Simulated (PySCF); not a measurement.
**Mayer bond orders and bond lengths**

Species: C6H12N (charge +1).
Atom-mapped SMILES: `[CH:1]#[C:2][CH2:3][N+:4]([CH3:5])([CH3:6])[CH3:7]` (hydrogens: H8 on C1; H9, H10 on C3; H11, H12, H13 on C5; H14, H15, H16 on C6; H17, H18, H19 on C7)

Structure used (GFN2-xTB), in Å, numbered top down from 1:
```
atom  x, y, z in Å
C1     3.0472    0.0947   -0.2794
C2     1.9595   -0.4015   -0.2288
C3     0.6493   -1.0202   -0.1730
N4    -0.4367   -0.0352    0.1199
C5    -1.7280   -0.7422    0.1591
C6    -0.4669    0.9915   -0.9372
C7    -0.1823    0.6048    1.4231
H8     4.0084    0.5155   -0.3269
H9     0.6478   -1.7875    0.6070
H10    0.4389   -1.4998   -1.1337
H11   -1.9287   -1.2202   -0.7987
H12   -1.7199   -1.5057    0.9356
H13   -2.5329   -0.0403    0.3716
H14   -0.6764    0.5332   -1.9025
H15    0.4979    1.4938   -0.9927
H16   -1.2396    1.7280   -0.7245
H17    0.7878    1.0997    1.4088
H18   -0.9542    1.3419    1.6370
H19   -0.1811   -0.1413    2.2162
```

Bond orders from the PBE0/pcSseg-1 density (PySCF). Isolated species at its GFN2-xTB geometry, gas phase.

Task: Where do the orders between heavy atoms depart from those drawn in the SMILES?

Result: The largest departure is 0.530, at C1–C2 (drawn triple, 2.470). Drawn single, order below 0.88: C3–N4 (0.855), N4–C5 (0.872), N4–C6 (0.866) and N4–C7 (0.866). Drawn double or triple, more than 0.30 short of the drawn order: C1–C2 (2.470). The SMILES, with its formal charges, is one Lewis structure only.

Task: Set the Mayer orders of the bonds beside their lengths.

Result: 
```csv
bond,drawn as,length (Å),Mayer order
C1–C2,triple,1.197,2.470
C2–C3,single,1.450,1.107
C3–N4,single,1.495,0.855
N4–C5,single,1.473,0.872
N4–C6,single,1.474,0.866
N4–C7,single,1.474,0.866
C1–H8,single,1.050,1.164
C3–H9,single,1.094,0.902
C3–H10,single,1.094,0.903
C5–H11,single,1.089,0.945
C5–H12,single,1.089,0.945
C5–H13,single,1.089,0.945
C6–H14,single,1.089,0.948
C6–H15,single,1.089,0.940
C6–H16,single,1.088,0.949
C7–H17,single,1.089,0.940
C7–H18,single,1.088,0.949
C7–H19,single,1.089,0.948
```

By pair of heavy elements: C–C: lowest C2–C3 (1.107, 1.450 Å), highest C1–C2 (2.470, 1.197 Å). C–N: all 4 within 0.02 of one another (0.855 to 0.872).

Task: Sum the orders of all bonds at each heavy atom with more than one neighbour and set the sums beside the valence in the SMILES.

Result: C1 3.634 (drawn 4), C2 3.577 (drawn 4), C3 3.767 (drawn 4), N4 3.459 (drawn 4), C5 3.707 (drawn 4), C6 3.703 (drawn 4), C7 3.703 (drawn 4). Orders between atoms that aren't bonded are not in these sums.

For a closed shell the Mayer order of atoms A and B is Σ (PS)μν (PS)νμ over the basis functions μ on A and ν on B, with P the density and S the overlap matrix.

The run behind these numbers computed NMR shieldings as well. The run took 44 s wall on Arm Neoverse N1, one thread, shared host.
